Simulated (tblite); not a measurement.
H₃Cl₃OSiTi, charge +1, doublet, geometry from GFN2-xTB (such geometries of metal compounds can be far from the true shape) (the multiplicity is a formal guess); GFN1-xTB run with tblite 0.6.0.

Here is a job for tblite.
```
$ tblite run mol.xyz --method gfn1 --charge 1 --spin 1 --guess eeq --json tblite.json --no-restart

# file mol.xyz
9

Ti    -0.17507707     0.17438403     0.15741319
Cl     0.11630453     2.26937492    -0.07938371
Cl    -0.03099157    -0.17969877     2.25076625
Cl    -2.22030061    -0.16037105    -0.32312225
O      0.91778940    -0.78452048    -0.77835391
Si     1.87399804    -1.75400478    -1.64477986
H      3.18976761    -1.75947743    -0.93149287
H      2.18141537    -0.99819699    -2.89930824
H      1.19701530    -3.04473000    -1.79896425
```

It wrote (shortened):

```
xTB calculator
 | screened Coulomb repulsion
 | Coulomb electrostatics
 |  * isotropic Klopman-Ohno-Mataga-Nishimoto electrostatics
 |  * onsite third-order electrostatics
 | DFT-D3(BJ) dispersion correction

halogen bonding energy    0.0000000000000E+00 Eh
repulsion energy          9.0405737940173E-02 Eh
dispersion energy        -5.0093968953643E-03 Eh
number of electrons       3.7000000000000E+01 e
integral cutoff           3.9599309224301E+01 bohr

------------------------------------------------------------
  cycle        total energy    energy error   density error
------------------------------------------------------------
      1     -26.43589786602  -2.6521294E+01   1.9093009E+00
      2     -14.41966139970   1.2016236E+01   1.5970553E+00
      3     -15.45856286804  -1.0389015E+00   2.0467545E+00
      4     -36.52005986894  -2.1061497E+01   1.1841398E+00
      5     -68.32683750281  -3.1806778E+01   1.4447729E+00
      6     -66.38163326301   1.9452042E+00   1.2791674E+00
      7     -64.00096915931   2.3806641E+00   1.3885032E+00
      8     -63.78906734584   2.1190181E-01   1.4615759E+00
      9     -65.10411186741  -1.3150445E+00   1.1005125E+00
     10     -67.10861527093  -2.0045034E+00   8.6427304E-01
     11     -67.46175200063  -3.5313673E-01   8.2394761E-01
     12     -66.95597306622   5.0577893E-01   8.2217782E-01
     13     -66.74006120558   2.1591186E-01   8.3886102E-01
     14     -65.89094585636   8.4911535E-01   9.3811330E-01
     15     -67.09380271392  -1.2028569E+00   8.0602784E-01
     16     -67.21980327754  -1.2600056E-01   7.9427435E-01
     17     -68.13512468274  -9.1532141E-01   7.0029925E-01
     18     -68.09155795136   4.3566731E-02   6.9959983E-01
     19     -68.73427228255  -6.4271433E-01   6.3688189E-01
     20     -68.37982694432   3.5444534E-01   6.8399816E-01
     21     -69.87002540796  -1.4901985E+00   5.2577564E-01
     22     -69.73961292812   1.3041248E-01   5.5366732E-01
     23     -69.86638494113  -1.2677201E-01   5.2309339E-01
     24     -70.46265825839  -5.9627332E-01   3.5155738E-01
     25     -70.69570237445  -2.3304412E-01   2.7951271E-01
     26     -70.01363145943   6.8207092E-01   2.8834395E-01
     27     -70.42622412585  -4.1259267E-01   2.4278813E-01
     28     -70.74956103490  -3.2333691E-01   2.1990004E-01
     29     -70.46368561982   2.8587542E-01   2.4615129E-01
     30     -70.68782392893  -2.2413831E-01   2.0894191E-01
     31     -69.75742654485   9.3039738E-01   3.3927444E-01
     32     -70.83974223284  -1.0823157E+00   1.7147359E-01
     33     -70.73237892472   1.0736331E-01   1.7097508E-01
     34     -70.87288513950  -1.4050621E-01   1.2995117E-01
     35     -70.88485883244  -1.1973693E-02   1.3420189E-01
     36     -70.49647599508   3.8838284E-01   1.9745755E-01
     37     -70.60210288231  -1.0562689E-01   1.7265039E-01
     38     -70.94545510702  -3.4335222E-01   8.8535994E-02
     39     -70.91416600940   3.1289098E-02   7.1382382E-02
     40     -70.95424260484  -4.0076595E-02   3.3100367E-02
     41     -70.70273039089   2.5151221E-01   1.3902155E-01
     42     -70.50744756112   1.9528283E-01   1.8177822E-01
     43     -70.76196469892  -2.5451714E-01   1.2400482E-01
     44     -70.88478976985  -1.2282507E-01   8.0031371E-02
     45     -70.94423481749  -5.9445048E-02   4.6387405E-02
     46     -70.53927605426   4.0495876E-01   1.7905248E-01
     47     -70.42270756914   1.1656849E-01   1.9620646E-01
     48     -70.85015638267  -4.2744881E-01   1.0033418E-01
     49     -70.88591537908  -3.5758996E-02   8.7869018E-02
     50     -70.84671948392   3.9195895E-02   9.3169740E-02
     51     -70.56861723447   2.7810225E-01   1.6993994E-01
     52     -70.72567896039  -1.5706173E-01   1.3009834E-01
     53     -70.58009601269   1.4558295E-01   1.6777883E-01
     54     -70.88014643917  -3.0005043E-01   7.6194981E-02
     55     -70.66309383759   2.1705260E-01   1.4769913E-01
     56     -70.88502227207  -2.2192843E-01   7.3989257E-02
     57     -70.70116113853   1.8386113E-01   1.3765271E-01
     58     -70.88317404070  -1.8201290E-01   7.5125916E-02
     59     -70.74664896010   1.3652508E-01   1.2493346E-01
     60     -70.89854041943  -1.5189146E-01   6.7360641E-02
     61     -70.80221880319   9.6321616E-02   1.0751832E-01
     62     -70.92965744124  -1.2743864E-01   4.7685449E-02
     63     -70.87052920010   5.9128241E-02   8.1026353E-02
     64     -70.95500676585  -8.4477566E-02   2.0663351E-02
     65     -70.93222627636   2.2780489E-02   4.5410893E-02
     66     -70.95988164589  -2.7655370E-02   7.9210964E-03
     67     -70.95847844612   1.4031998E-03   1.2462159E-02
     68     -70.95542238632   3.0560598E-03   1.9654341E-02
     69     -70.96035800132  -4.9356150E-03   4.4964203E-03
     70     -70.95968340284   6.7459848E-04   8.6471812E-03
     71     -70.96001508673  -3.3168389E-04   6.3854043E-03
     72     -70.95803310949   1.9819772E-03   1.3653243E-02
     73     -70.95710752390   9.2558559E-04   1.5751752E-02
     74     -70.95307384005   4.0336839E-03   2.3372517E-02
     75     -70.95789432572  -4.8204857E-03   1.3889526E-02
     76     -70.95594761843   1.9467073E-03   1.8388847E-02
     77     -70.96010709381  -4.1594754E-03   5.7083213E-03
     78     -70.95965072994   4.5636387E-04   8.2096153E-03
     79     -70.96048171362  -8.3098368E-04   2.1099669E-03
     80     -70.96052498359  -4.3269971E-05   1.4106689E-03
     81     -70.96023288461   2.9209898E-04   4.7389633E-03
     82     -70.96053462005  -3.0173545E-04   7.4037508E-04
     83     -70.96037437141   1.6024865E-04   3.4900181E-03
     84     -70.96053833753  -1.6396613E-04   4.0818683E-04
     85     -70.96051454429   2.3793243E-05   1.3842390E-03
     86     -70.96053288195  -1.8337664E-05   7.2935004E-04
     87     -70.96053987438  -6.9924317E-06   1.5299273E-04
     88     -70.96053764950   2.2248845E-06   4.1506462E-04
     89     -70.96053876091  -1.1114144E-06   3.0406748E-04
     90     -70.96053978904  -1.0281313E-06   1.3139916E-04
     91     -70.96053985218  -6.3131822E-08   1.1349915E-04
     92     -70.96053963437   2.1780444E-07   1.6511302E-04
     93     -70.96053998687  -3.5249441E-07   4.1628147E-05
     94     -70.96053998835  -1.4858585E-09   3.9611312E-05
     95     -70.96054000990  -2.1548544E-08   2.5090662E-06
------------------------------------------------------------

electronic energy        -7.1045936350946E+01 Eh
total energy             -7.0960540009901E+01 Eh

Post processing:
 | Mayer-Wiberg bond orders

[Info] JSON dump of results written to 'tblite.json'
```
